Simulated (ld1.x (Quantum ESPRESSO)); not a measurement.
What the settings do to the TM potential of Nb (Z = 41)

Base potential:

```
Element                 : niobium (Nb)
Generator               : ld1.x (Quantum ESPRESSO) 7.5
Type                    : norm-conserving Troullier–Martins (Kleinman–Bylander form)
Functional              : LDA (PZ)
Relativity              : scalar-relativistic
Frozen core             : [Ar] 3d10
Valence charge          : 13
Reference configuration : 4s2 4p6 4d3 5s0 5p0 (charge +2)
Partial waves           : 4s (bound): rc 1.30 bohr; 4p (bound): rc 2.20 bohr; 4d (bound): rc 2.30 bohr
Local potential         : all-electron potential smoothed inside 1.50 bohr (lloc = -1)
Core correction         : a·sin(br)/r model core inside 0.90 bohr
```

All-electron outer shells of the reference configuration (LDA (PZ), scalar-relativistic, ld1.x):

```
shell  level (eV)  outermost node (bohr)  outermost maximum (bohr)
   3d     -214.38                      –                      0.33
   4s      -76.01                   0.53                      1.02
   4p      -52.01                   0.54                      1.12
   4d      -19.32                   0.55                      1.45
   5s      -17.20                   1.38                      2.72
   5p      -12.34                   1.57                      3.23
```

Cutoffs, loose and tight: the cutoffs (Ry, on a coarse ladder) from which the occupation-weighted sum of valence levels, in a spherical-Bessel basis at the reference potential, stays within 10 and 1 mRy of its value at 400 Ry. They do not see the model core or the augmentation charge, which bear on the density cutoff. Test errors are all-electron minus pseudo excitation energies from the reference, over the configurations 4s2 4p6 4d4 5s1 5p0; 4s2 4p6 4d4 5s0 5p0; 4s2 4p6 4d2 5s0 5p0; 4s2 4p6 4d4 5s0 5p1; 4s2 4p6 4d3 5s2 5p0; 4s1 4p6 4d4 5s1 5p0; 4s2 4p6 4d3 5s1 5p0 (two spin-polarised tests are not counted in the largest error). A dash means not determined; rows that change the core or the reference have their own tests.

| change | outcome | cutoff, loose | cutoff, tight | bound ghosts | largest test error (meV) |
| --- | --- | --- | --- | --- | --- |
| base | generated | 80 Ry | 140 Ry | none | +166 |
| wave 4d (bound): rc 2.30 bohr becomes 4d (bound): rc 1.60 bohr | generated | 80 Ry | 140 Ry | none | +166 |
| wave 4d (bound): rc 2.30 bohr becomes 4d (bound): rc 1.98 bohr | generated | 80 Ry | 140 Ry | none | +166 |
| wave 4d (bound): rc 2.30 bohr becomes 4d (bound): rc 2.64 bohr | generated | 80 Ry | 140 Ry | none | +166 |
| wave 4d (bound): rc 2.30 bohr becomes 4d (bound): rc 3.06 bohr | generated | 80 Ry | 140 Ry | none | +163 |
| wave 4d (bound): rc 2.30 bohr becomes 4d (bound): rc 3.40 bohr | generated | 80 Ry | 140 Ry | none | +156 |

Reading the sweep of the d radius (base included, trends over the rows without a ghost): The loose cutoff stays near 80 Ry. The median size of the test errors (rows with all tests solved) rises from 69.8 meV at 1.6 to 92.5 meV at 3.4 bohr, with one reversal. More of the atom is replaced by a form fitted at one configuration, so other configurations suffer as the radius grows.
